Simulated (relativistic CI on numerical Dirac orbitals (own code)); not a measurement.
# How well does a small relativistic CI reproduce Ce²⁺?

Computed by Dirac-Coulomb-Breit CI, KLI orbitals optimised for each configuration, a model potential for QED, valence Slater integrals scaled by 0.85, P86 correlation estimate, and configurations built on the next ion tied to the tabulated ionisation energy (semi-empirical) (own radial code, finite nucleus).

CI space (outside the closed core [Xe]): 4f², 4f5d, 4f6s, 4f6p, 4f6d, 4f7s, 4f5f, 4f6f, 5d², 5d6s, 6s², 5d6p, 4f7p, 5d5f, 6s6p, 4f7d, 4f5g, 5f², 5d5g, 4f7f, 5g², 6p², 5f6s. Levels of other configurations are missing.

```csv
Configuration,Term (tabulated),J,Measured (cm⁻¹),Computed,Error,Purity (%)
4f²,3H,4,0.0,0,0,96
4f²,3H,5,1528.3,1396,-133,99
4f²,3H,6,3127.1,2864,-263,99
4f5d,1G°,4,3276.7,3963,687,76
4f²,3F,2,3762.8,3991,228,95
4f5d,3F°,2,3821.5,4925,1103,92
4f²,3F,3,4764.8,4888,124,97
4f5d,3F°,3,5502.4,6090,588,99
4f5d,1D°,2,6571.4,8889,2318,84
4f5d,3F°,4,7150.1,7583,433,90
4f5d,3G°,4,7836.7,9537,1700,99
4f5d,3D°,1,8922.0,11113,2191,98
4f5d,3G°,5,9325.5,10912,1586,99
4f5d,3D°,2,9900.5,12051,2150,94
4f5d,3P°,0,11577.2,13805,2228,100
4f5d,3P°,1,11612.7,13902,2289,96
4f²,1D,2,12835.1,13787,952,85
4f²,3P,0,16072.0,17248,1176,87
4f5d,1H°,5,16152.3,18857,2705,98
4f²,3P,1,16523.7,17687,1163,88
4f²,3P,2,17317.5,18422,1105,84
4f²,1I,6,17420.6,19092,1671,100
4f6s,"(5/2,1/2)°",2,19236.2,22550,3314,99
4f²,1S,0,32838.6,32585,-253,67
5d²,3F,2,40440.2,32277,-8163,95
5d²,3F,3,41938.5,33468,-8471,97
5d²,3F,4,43517.5,34814,-8703,96
5d²,1D,2,46889.8,39858,-7032,78
5d²,3P,0,48076.0,42121,-5955,87
4f6p,"(5/2,1/2) †",3,48267.0,50555,2288,42
4f6p,"(5/2,1/2) †",2,48404.9,49697,1292,32
5d²,3P,1,48674.1,42504,-6170,88
5d²,3P,2,50043.8,43414,-6630,81
4f6p,"(7/2,1/2)",3,50375.0,51429,1054,43
4f6p,"(5/2,3/2) †",3,51262.2,53047,1785,51
4f6p,"(5/2,3/2) †",2,51640.7,52000,359,56
4f6p,"(5/2,3/2) †",1,51932.3,51068,-865,58
4f6p,"(7/2,3/2) †",3,53616.0,54180,564,54
4f6p,"(7/2,3/2) †",5,54193.8,56149,1956,100
4f6p,"(7/2,3/2) †",2,54556.5,54367,-190,56
5d6s,3D,1,63335.4,60073,-3263,58
5d6s,3D,2,64010.7,60537,-3474,57
5d6s,3D,3,65550.7,61680,-3870,63
5d²,1S,0,67730.3,64825,-2906,64
5d6s,1D,2,70433.1,66641,-3792,71
4f7s,"(5/2,1/2)°",2,89596.4,90626,1029,66
```

Measured levels from Martin, Zalubas and Hagan, Atomic Energy Levels: The Rare-Earth Elements, NSRDS-NBS 60 (1978); pairs were made by configuration, J and term (by order where the table uses no LS term), so strongly mixed levels may be paired wrongly.

Mean error by configuration (cm⁻¹): 4f² 577; 4f5d 1665; 4f6s 3314; 5d² -6754; 4f6p 1054; 5d6s -3600; 4f7s 1029. Over the excited levels the mean absolute error is 2726 cm⁻¹ (45 of the 64 excited levels that our extract of the source holds in range could be paired, and the others can miss by more), and the median relative error of those above 1,000 cm⁻¹ is 11 %. Some levels of the ground configuration have no partner. † marks terms whose computed intervals miss the measured ones by more than a factor of 2.5, or configurations far off the rest, from wrong mixing, a near crossing or a doubtful label or measurement; they are left out of the means.
